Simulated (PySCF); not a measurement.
A structure optimised at r2SCAN-D4/def2-SVP, used in a PySCF frequency run:

```
Sn
F 1 1.9161
F 1 1.9161 2 105.73
Cl 1 2.3092 2 109.37 3 117.66
Cl 1 2.3092 2 109.37 3 -117.66
```

Task: Write its SMILES, formula and point group.

Result: [F][Sn]([F])([Cl])[Cl], Cl₂F₂Sn, C2v

Task: What are its rotational constants (standard atomic weights)?

Result: 2.0684, 1.4333, 1.2044 GHz
